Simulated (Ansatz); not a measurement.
`C[SiH](N)[InH2]` + `CN[SiH]([SiH3])Cl` → `CN(C)[SiH]([SiH3])Cl` + `N[SiH2][InH2]`  (substitution at a C–Si bond)

Program: Ansatz. Geometries: PBE0-D4/def2-TZVP. ΔE: electronic, gas phase. CCSD(T)/CBS adds triple-zeta CCSD(T) − MP2 to the extrapolated MP2 energy (def2 sets, frozen cores). DFT in def2-TZVPP. def2 core potentials past Kr. For In outer-core shells are correlated without core-valence functions, which leaves a few kJ/mol of doubt a bond. Each species was taken in one conformer, which may not be the lowest.

| level | ΔE (kcal/mol) |
| --- | --- |
| B97M-V | 16.5 |
| r2SCAN0-D4 | 16.7 |
| revPBE | 16.8 |
| CCSD(T)/def2-SVP | 11.4 |

Problem. What does CCSD(T)/CBS give? (An estimate is asked.)

Solution. Ansatz gave: +16.5 kcal/mol. The listed levels differ from it by 0.0, 0.2, 0.3, -5.1 kcal/mol.

Largest T1 diagnostic among the species: 0.013.

At CCSD(T), def2-SVP lies −5.2 kcal/mol from the extrapolated value and def2-TZVPP −1.0 kcal/mol. Leaving LDA and LC-ωPBE aside and taking each functional with its dispersion term where it has one, the values, not all of them listed here, spread over 1.6 kcal/mol, from revPBE-D4 to r2SCANh-D4. LDA lies −1.7 kcal/mol from PBE without D4.

CCSD(T)/CBS has its own doubt, a few kJ/mol and more with outer-core shells, so smaller differences from it don't rank the levels.
